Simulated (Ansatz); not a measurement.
CdH2S (SMILES [SH][CdH]) moved off its minimum; all values from Ansatz (an electronic-structure program), cores frozen in correlated methods. Elements past Kr take the def2 small-core potentials, without spin–orbit coupling.
(charge 0, multiplicity 1)
```xyz
4

Cd    -0.16036    -0.25176    -0.62195
H     -1.11116    -0.93045    -1.72973
S      1.18292     0.74985     1.23722
H      0.97638    -0.37984     2.04616
```

Problem. Give the forces (eV/Å), the total energy and the dipole at CCSD(T)/def2-TZVPPD.

Solution. 
```csv
atom,Fx,Fy,Fz
Cd1,0.992,0.729,1.515
H2,-0.368,-0.269,-0.553
S3,-0.815,-1.565,-0.144
H4,0.191,1.105,-0.818
```
Energy -566.2366 hartree, dipole 2.12 D.
